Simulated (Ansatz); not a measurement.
Frontier orbitals of C$_{6}$H$_{14}$O$_{2}$Si (`CC(C)O[Si]OC(C)C`).

The species carries charge 0 and has multiplicity 1. Geometry: relaxed with PBE0-D4/def2-TZVP. It is one conformer, not always the lowest. Basis def2-TZVPP, Ansatz.

```csv
functional,HOMO (eV),LUMO (eV),gap (eV)
PBE,-5.66,-1.52,4.14
revPBE,-5.61,-1.45,4.16
PBE0,-6.73,-0.70,6.03
r2SCANh,-6.23,-1.09,5.14
r2SCAN0,-6.84,-0.63,6.21
BHLYP,-7.70,0.20,7.90
ωB97X-V,-9.03,1.35,10.38
ωB97M-V,-8.90,1.23,10.13
```

From PBE to PBE0 the HOMO moves by −1.08 eV and the LUMO by +0.82 eV, and with ωB97M-V by −3.24 and +2.74 eV, so the gap grows from 4.14 to 10.12 eV with exact exchange. A positive LUMO is unbound and depends on the basis.
